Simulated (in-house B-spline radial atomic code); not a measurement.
Values are calculated unless marked as measured or tabulated.
# Correlation energy from the adiabatic connection: −V exp(−r²/w²), V = 26.4, w = 1.21

Two electrons in a singlet, external potential −V exp(−r²/w²), V = 26.4, w = 1.21 (atomic units). Full CI in B-splines (partial waves to l = 8, correlation up to 0.6 % small) with the density held fixed gives W(λ) = <V_ee>_λ − U, and E_c is the integral of W(λ) − W(0) from 0 to 1.

```
   λ  W(λ) − W(0) (hartree)
   0                0.00000
0.02               -0.00195
0.05               -0.00486
0.12               -0.01156
0.25               -0.02368
 0.4               -0.03715
 0.6               -0.05432
 0.8               -0.07062
   1               -0.08611
```

Task: Integrate the table by the trapezoid rule.

Result: The strips give -0.00002, -0.00010, -0.00057, -0.00229, -0.00456, -0.00915, -0.01249, -0.01567, which sum to -0.04486 hartree. The direct value, W(1) − W(0) + T_c with T_c = 0.04120, is -0.04492; the curve is convex, so chords lie above it and the trapezoids fall short in size by 0.12 %.

Task: Now use only three numbers: W(0) = -1.7533, the initial slope W'(0) = -0.09791 (extrapolated from the first points) and the strong-coupling limit of the point-charge-plus-continuum model, W∞ = -2.4158. What do second-order theory and the interpolation W(λ) = W∞ + (W(0) − W∞)/√(1 + 2χλ) of Seidl, Perdew and Levy give?

Result: Second order keeps the slope alone: E_c = W'(0)/2 = -0.04895, +9 % in size against -0.04492. Matching the slope fixes χ = W'(0)/(W∞ − W(0)) = -0.09791/(-0.66250) = 0.14779. Integrating, with s = √(1 + 2χ) = 1.138234, E_c = −(W(0) − W∞)(s − 1)/(s + 1) = −0.66250 × 0.138234/2.138234 = -0.04283 hartree, -4.6 % in size against the full result. At λ = 1 the formula gives W − W(0) = -0.08046 against -0.08611. Part of the miss can come from the model's W∞.
